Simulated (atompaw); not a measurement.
# Logarithmic derivatives: silver, PAW (atompaw)

```json
{
 "Element": "silver",
 "Generator": "atompaw 4.2.0.5",
 "Type": "PAW",
 "Functional": "LDA (PW92)",
 "Relativity": "scalar-relativistic",
 "Frozen core": "[Ar] 3d10",
 "Valence charge": "19",
 "Reference configuration": "4s2 4p6 4d10 5s0.5 5p0 (charge +0.5)",
 "Partial waves": "4s (bound): rc 1.55 bohr; 5s (bound): rc 1.70 bohr; 4p (bound): rc 1.80 bohr; 5p (bound, empty): rc 1.95 bohr; 4d (bound): rc 1.95 bohr; 4d channel at -0.3 Ry: rc 1.80 bohr",
 "Local potential": "troulliermartins scheme with l = 3 at 0 Ry, radius 1.75 bohr",
 "Core correction": "smooth core density matched at 1.00 bohr",
 "Augmentation charge": "besselshape compensation charge, radius 1.75 bohr; PAW radius 1.95 bohr; waves and projectors: custom polynom vanderbiltortho"
}
```

The phase is arctan(r·u′/u) with u = r·R(r), unwrapped; energies in Ry, scanned from -9 to 5 Ry. A pole is an energy at which the radial function vanishes at the test radius. The pseudo phase is shifted by a multiple of π to meet the all-electron one at the reference energy, and phase errors are pseudo minus all-electron; the curves can meet again beyond the range given. Levels narrower than the energy grid can be missing from the lists of poles.

For each channel, where are the poles, and over which energies does the pseudopotential scatter like the atom?

| channel | radius (bohr) | reference energy (Ry) | poles, all-electron | poles, pseudo | unbroken range about the reference energy with phases within 0.05 rad | phase error 1 Ry above the reference energy (rad) |
| --- | --- | --- | --- | --- | --- | --- |
| s | 1.97 | -0.59 | -7.16 | -7.16 | the whole range | +0.000 |
| p | 1.97 | -0.26 | -4.35 | -4.35 | the whole range | -0.002 |
| d | 1.97 | -0.85 | 0.01 | -2.05, 0.01 | -1.8 to 2.7 | +0.000 |

Note: ghost state, extra bound levels that the all-electron valence spectrum of the same l lacks: d at -28.3 eV. A true bound ghost makes a file unfit for plane-wave use.

Phases in the p channel:

| E (Ry) | all-electron | pseudo |
| --- | --- | --- |
| -9.00 | 1.379 | 1.379 |
| -8.52 | 1.371 | 1.371 |
| -8.04 | 1.362 | 1.362 |
| -7.56 | 1.351 | 1.350 |
| -7.08 | 1.337 | 1.336 |
| -6.60 | 1.317 | 1.317 |
| -6.12 | 1.288 | 1.287 |
| -5.64 | 1.232 | 1.231 |
| -5.16 | 1.051 | 1.050 |
| -4.68 | -1.091 | -1.091 |
| -4.20 | -1.630 | -1.630 |
| -3.72 | -1.722 | -1.722 |
| -3.24 | -1.768 | -1.768 |
| -2.76 | -1.803 | -1.803 |
| -2.28 | -1.836 | -1.836 |
| -1.80 | -1.871 | -1.871 |
| -1.32 | -1.911 | -1.912 |
| -0.84 | -1.963 | -1.963 |
| -0.36 | -2.031 | -2.031 |
| 0.12 | -2.128 | -2.128 |
| 0.60 | -2.278 | -2.279 |
| 1.08 | -2.527 | -2.532 |
| 1.56 | -2.946 | -2.960 |
| 2.04 | -3.488 | -3.514 |
| 2.52 | -3.922 | -3.950 |
| 3.00 | -4.184 | -4.208 |
| 3.48 | -4.340 | -4.362 |
| 3.96 | -4.440 | -4.461 |
| 4.44 | -4.509 | -4.530 |
| 4.92 | -4.559 | -4.581 |
